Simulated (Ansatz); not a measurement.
`[OH][Al]([SH])[Cl]` + H–F → `[OH][Al]([F])[Cl]` + H₂S  (ligand exchange at the Al–S bond)

Program: Ansatz. Geometries: PBE0-D4/def2-TZVP. ΔE: electronic, gas phase. CCSD(T)/CBS is the MP2 limit (def2-TZVPP, def2-QZVPP) plus CCSD(T) − MP2 in def2-TZVPP, frozen cores. This one scheme is used for every species. DFT in def2-TZVPP. One conformer a species, not always the lowest.

| species | PBE energy (Eh) |
| --- | --- |
| `[OH][Al]([SH])[Cl]` | -1176.92225 |
| H–F | -100.39340 |
| `[OH][Al]([F])[Cl]` | -878.11061 |
| H₂S | -399.22783 |

Task: Work out ΔE.

Result: ΔE = (-878.11061) + (-399.22783) − (-1176.92225) − (-100.39340) = -0.02279 Eh = -59.8 kJ/mol. CCSD(T)/CBS gives -63.6 kJ/mol.

Largest T1 diagnostic among the species: 0.011.

At CCSD(T), def2-SVP lies −11.9 kJ/mol from the extrapolated value and def2-TZVPP −2.5 kJ/mol. Leaving LDA and LC-ωPBE aside and taking each functional with its dispersion term where it has one, the values, not all of them listed here, spread over 19.0 kJ/mol, from CAM-B3LYP-D4 to HSE06-D4. LDA lies +3.4 kJ/mol from PBE without D4.
